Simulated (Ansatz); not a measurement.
CH$_{5}$BF$_{3}$N (`C[NH2+][B-](F)(F)F`). Total charge 0; spin multiplicity 1.

Z-matrix (Å, degrees):
```
C
N 1 1.471
H 1 1.088 2 108.3
H 1 1.088 2 108.3 3 -117.8
H 1 1.090 2 111.3 3 121.1
B 2 1.658 1 114.2 3 58.9
H 2 1.016 1 110.8 3 -61.9
H 2 1.016 1 110.8 3 179.7
F 6 1.372 2 103.9 1 179.9
F 6 1.371 2 105.0 1 -60.3
F 6 1.371 2 105.0 1 60.1
```

**Question.** List the harmonic frequencies (cm⁻¹, unscaled) at PBE0-D4/def2-TZVP in Ansatz. (An estimate is asked.)

**Answer.** Computed: 78, 188, 190, 298, 336, 444, 449, 530, 695, 766, 915, 1034, 1049, 1096, 1235, 1251, 1313, 1351, 1454, 1499, 1504, 1640, 3083, 3170, 3188, 3499, 3568.

**Question.** Is this a minimum?

**Answer.** Yes, all 27 modes are real.

**Question.** Give the ideal-gas thermochemistry at 298.15 K and 1 bar (rigid rotor, harmonic oscillator; point group Cs, symmetry number 1).

**Answer.** Zero-point energy 214.3 kJ/mol; H(298) − E = 234.4 kJ/mol; entropy 337.8 J/(mol·K), of which translation 166.1, rotation 111.7, vibration 60.0; G(298) − E = 133.7 kJ/mol. Modes under 100 cm⁻¹ are hindered rotations or soft bends, so the harmonic entropy is rough.

**Question.** And at 400, 500, 600, 800 and 1000 K?

**Answer.** 
```csv
T (K),H − E (kJ/mol),S (J/mol/K),G − E (kJ/mol)
400,246.0,371.3,97.5
500,259.5,401.3,58.9
600,274.6,428.9,17.3
800,308.8,477.8,-73.5
1000,346.8,520.1,-173.4
```
